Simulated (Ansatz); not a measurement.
## A relaxation, step by step

AlH2SBrF2, closed shell, PBE0-D4/def2-TZVP (Ansatz 0.2.0). Settings:

```yaml
hamiltonian: {xc: pbe0, dispersion: d4}
relax: {f_tol: 0.005, max_steps: 200}
```

Start, a step off a saddle point along its unstable mode:

| atom | x (Å) | y (Å) | z (Å) |
| --- | --- | --- | --- |
| Al1 | -0.8489 | -0.1275 | 0.0965 |
| S2 | 0.9542 | -1.2679 | -0.5583 |
| F3 | -1.5992 | 0.8358 | -1.0170 |
| F4 | -1.6967 | -0.8236 | 1.3140 |
| H5 | 1.3564 | 0.3710 | 0.5375 |
| Br6 | 0.7527 | 1.5466 | 1.2987 |
| H7 | 1.0815 | -0.5343 | -1.6713 |

| step | energy less the last (meV) | largest force component (eV/Å) |
| --- | --- | --- |
| 1 | 918.9 | 0.361 |
| 3 | 908.2 | 0.265 |
| 5 | 817.1 | 0.613 |
| 7 | 328.3 | 0.628 |
| 9 | 183.2 | 1.371 |
| 11 | 37.2 | 0.392 |
| 13 | 17.5 | 0.126 |
| 15 | 11.9 | 0.061 |
| 17 | 9.1 | 0.046 |
| 19 | 6.1 | 0.148 |
| 21 | 2.1 | 0.134 |
| 23 (rejected trial) | 2.2 | 0.126 |
| 25 | 0.4 | 0.038 |
| 27 | 0.1 | 0.041 |
| 29 | 0.0 | 0.004 |

Step 9, positions (Å) and forces (eV/Å):

| atom | x | y | z | Fx | Fy | Fz |
| --- | --- | --- | --- | --- | --- | --- |
| Al1 | -0.918 | 0.240 | 0.384 | 0.575 | -0.331 | 0.063 |
| S2 | 0.998 | -1.178 | -0.506 | 0.728 | 1.371 | 0.900 |
| F3 | -1.503 | 0.653 | -1.083 | -0.242 | 0.272 | -0.396 |
| F4 | -1.765 | -0.853 | 1.260 | -0.107 | -0.036 | 0.217 |
| H5 | 1.731 | -0.135 | 0.136 | -0.653 | -1.350 | -0.612 |
| Br6 | 0.445 | 1.728 | 1.443 | -0.199 | 0.109 | 0.090 |
| H7 | 1.012 | -0.456 | -1.634 | -0.101 | -0.035 | -0.261 |

Step 13, positions (Å) and forces (eV/Å):

| atom | x | y | z | Fx | Fy | Fz |
| --- | --- | --- | --- | --- | --- | --- |
| Al1 | -0.896 | 0.263 | 0.388 | 0.003 | 0.126 | 0.065 |
| S2 | 0.939 | -1.117 | -0.509 | 0.043 | -0.107 | 0.008 |
| F3 | -1.514 | 0.677 | -1.087 | -0.027 | -0.019 | 0.014 |
| F4 | -1.707 | -0.845 | 1.298 | 0.036 | 0.008 | -0.056 |
| H5 | 1.934 | -0.412 | 0.059 | -0.001 | 0.004 | -0.001 |
| Br6 | 0.223 | 1.880 | 1.522 | -0.039 | -0.051 | -0.037 |
| H7 | 1.019 | -0.446 | -1.671 | -0.014 | 0.039 | 0.007 |

Step 25, positions (Å) and forces (eV/Å):

```
atom       x       y       z      Fx      Fy      Fz
 Al1  -0.918   0.282   0.341  -0.019   0.012  -0.007
  S2   0.843  -1.057  -0.746   0.038   0.030   0.003
  F3  -1.800   0.582  -1.021   0.014  -0.005   0.013
  F4  -1.455  -0.869   1.392   0.006  -0.004  -0.001
  H5   1.745  -0.932   0.246  -0.027  -0.003  -0.025
 Br6   0.221   2.023   1.229   0.001  -0.002  -0.004
  H7   1.364  -0.028  -1.441  -0.013  -0.028   0.023
```

Last step (29):

```xyz
7
angstrom
Al -0.9205 0.2859 0.3350
S 0.8370 -1.0412 -0.7738
F -1.8343 0.5733 -1.0067
F -1.4143 -0.8752 1.3961
H 1.7032 -0.9871 0.2542
Br 0.2180 2.0420 1.1946
H 1.4110 0.0024 -1.3993
```

Time: 55 s of wall clock on 8 CPU threads of an AMD EPYC 7R43; the host was shared. Peak host memory: 0.66 GiB.
